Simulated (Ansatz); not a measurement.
TaSi₇. The state is a doublet with charge 0. Geometry PBE-D4/def2-SVP, basis def2-TZVP, Ansatz.

```xyz
8

Ta   -1.250   -1.540   -1.859
Si   -1.536   -2.150    0.519
Si    1.283    0.595    0.560
Si    1.590    2.564    1.674
Si    0.765   -1.682    0.050
Si   -1.037    0.191   -0.107
Si   -0.606    2.190    1.090
Si    0.791   -0.170   -1.926
```

```csv
run,HOMO (eV),LUMO (eV)
A,-4.22,-3.58
B,-4.77,-3.72
C,-4.64,-3.95
D,-4.49,-3.77
E,-5.30,-3.18
```

In the def2 sets Ta takes a core potential; there is no spin–orbit coupling. The structure comes from a short search, and lower isomers may exist.

HOMO and LUMO are taken over both spins.

Question: The runs used B97M-V, BLYP, PBE, PBE0, r2SCAN. Estimate which is which.

Answer: A BLYP (0 % exact exchange); B r2SCAN (0 % exact exchange); C B97M-V (0 % exact exchange); D PBE (0 % exact exchange); E PBE0 (25 % exact exchange). Exact exchange lowers occupied and raises empty levels; among semilocal functionals meta-GGAs tend to open the gap a little, and such runs are hard to tell apart. The gap grows from 0.64 eV (BLYP) to 2.12 eV (PBE0).
